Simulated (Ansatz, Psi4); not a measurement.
Psi4 was given this input:
```
memory 2 GB

molecule {
0 2
  Sb    0.27142244   -0.02924782    0.31902923
  C     0.47776629    0.26539580   -1.83488527
  H     1.52467652    0.35027894   -2.09945736
  H    -0.03861369    1.17178323   -2.13032096
  H     0.04476422   -0.57752684   -2.36162937
  C    -1.90478649   -0.11162358    0.15756945
  H    -2.19177955   -0.93144149   -0.49127743
  H    -2.27515745    0.81786858   -0.25996902
  H    -2.34431331   -0.26195687    1.13605841
}

set basis def2-svp
set reference uks
set scf_type pk
set puream true
set d_convergence 1e-8
set dft_radial_points 99
set dft_spherical_points 590

energy('r2scan')
print_variables()
```

Give the equivalent Ansatz (a quantum-chemistry and plane-wave program) input.

This is not unique; one that fits is 
Ansatz 0.2 input:
```yaml
crystal:
  periodic: [false, false, false]
  atoms:
    - {symbol: Sb, position_ang: [0.27142244, -0.02924782, 0.31902923]}
    - {symbol: C, position_ang: [0.47776629, 0.26539580, -1.83488527]}
    - {symbol: H, position_ang: [1.52467652, 0.35027894, -2.09945736]}
    - {symbol: H, position_ang: [-0.03861369, 1.17178323, -2.13032096]}
    - {symbol: H, position_ang: [0.04476422, -0.57752684, -2.36162937]}
    - {symbol: C, position_ang: [-1.90478649, -0.11162358, 0.15756945]}
    - {symbol: H, position_ang: [-2.19177955, -0.93144149, -0.49127743]}
    - {symbol: H, position_ang: [-2.27515745, 0.81786858, -0.25996902]}
    - {symbol: H, position_ang: [-2.34431331, -0.26195687, 1.13605841]}
basis:
  gaussian:
    orbitals: def2-SVP
hamiltonian:
  xc: r2scan
magnetization: {spin_polarized: true, initial_magnetization: 1}
accuracy: high
```

Both were run: Psi4 gave -320.024689 Eh and Ansatz -320.024409 Eh, 0.281 mEh apart.
